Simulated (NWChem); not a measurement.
# AuCl; SMILES [Cl][Au]

Program: NWChem. def2 effective core potentials on Au; no spin-orbit coupling. B3LYP is NWChem's, with the RPA form of VWN correlation. Each level has its own optimisation; frequencies are unscaled.

```json
[
 {"level": "CAM-B3LYP/def2-SVP", "r Au–Cl (Å)": "2.258", "highest harmonic frequency (cm⁻¹)": "365", "zero-point energy (kcal/mol)": "0.5"},
 {"level": "BP86/def2-TZVP", "r Au–Cl (Å)": "(withheld)", "highest harmonic frequency (cm⁻¹)": "357", "zero-point energy (kcal/mol)": "0.5"},
 {"level": "B3LYP/def2-TZVP", "r Au–Cl (Å)": "2.253", "highest harmonic frequency (cm⁻¹)": "350", "zero-point energy (kcal/mol)": "0.5"},
 {"level": "PBE0/def2-SVP", "r Au–Cl (Å)": "2.253", "highest harmonic frequency (cm⁻¹)": "360", "zero-point energy (kcal/mol)": "0.5"}
]
```

**Question.** Fill in the missing entries.

**Answer.** 
- BP86/def2-TZVP, r Au–Cl (Å): 2.234
